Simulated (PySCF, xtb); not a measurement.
C2Ti, SMILES [C]1[C][Ti]1 (connectivity only; charge and spin as stated), neutral, multiplicity 3.

Harmonic wavenumbers (cm⁻¹) from xtb with GFN2-xTB at its own minimum, in rising order: 316, 540, 1605.

Problem. What does B3LYP-D3(BJ)/def2-TZVP (PySCF) give at its own minimum? (An estimate is asked for; the answer gives what the named calculation found.)

Solution. 150, 581, 1706. Paired by order, the mean absolute difference is 103 cm⁻¹ and the zero-point energies are 3.5 and 3.5 kcal/mol.
